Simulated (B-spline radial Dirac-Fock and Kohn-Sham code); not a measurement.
## X-ray form factors of lanthanum in several charge states

Calculated with a radial atomic solver, using Dirac-Fock densities.

Configurations: La [Xe] 5d1 6s2; La⁺ [Xe] 5d2; La²⁺ [Xe] 5d1; La³⁺ [Kr] 4d10 5s2 5p6; La⁴⁺ [Kr] 4d10 5s2 5p5. The first column is f₀ of La, the others are differences from it.

```tsv
s (Å⁻¹)	La	Δ La⁺	Δ La²⁺	Δ La³⁺	Δ La⁴⁺
0	57.000	-1.000	-2.000	-3.000	-4.000
0.1	51.977	+0.229	-0.141	-0.643	-1.342
0.2	45.208	+0.036	+0.098	+0.127	-0.060
0.3	39.213	-0.094	-0.042	+0.040	+0.100
0.4	34.398	-0.016	-0.019	-0.013	+0.053
0.5	30.522	+0.027	+0.008	-0.017	-0.002
0.7	24.400	+0.007	+0.005	-0.001	-0.019
0.9	20.105	-0.008	-0.004	+0.002	-0.004
1.1	17.299	-0.003	-0.002	0.000	+0.003
1.4	14.361	+0.002	+0.001	0.000	+0.001
```
